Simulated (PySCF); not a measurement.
Computed Raman spectrum (relative Raman activity) of a molecule H9NSi3. The structure is a stationary point at PBE0-D3(BJ)/def2-SVP. The values are those of a single conformer. Computed with PBE0-D3(BJ)/def2-SVP in PySCF. Frequencies are harmonic and unscaled.

Lines under 2 % of the strongest are left out, and lines within 2 cm⁻¹ are merged.

ν (cm⁻¹): 415 (vw), 525 (vw), 608 (vw), 613 (vw), 742 (vw), 900 (vw), 921 (vw), 929 (w), 936 (w), 961 (w), 1004 (w), 2186 (m), 2199 (m), 2209 (m), 2217 (s), 2225 (vs), 2234 (m), 2245 (m), 3600 (m) (against the strongest line: vs over 80 %, s over 45 %, m over 15 %, w over 4 %, vw less)

Problem. Pick the molecule that these values belong to.
A. N[SiH]([SiH3])[SiH3]
B. [SiH3]N([SiH3])[SiH3]
C. N[SiH2][SiH2][SiH3]
D. [SiH3]N[SiH2][SiH3]

Solution. D, [SiH3]N[SiH2][SiH3]
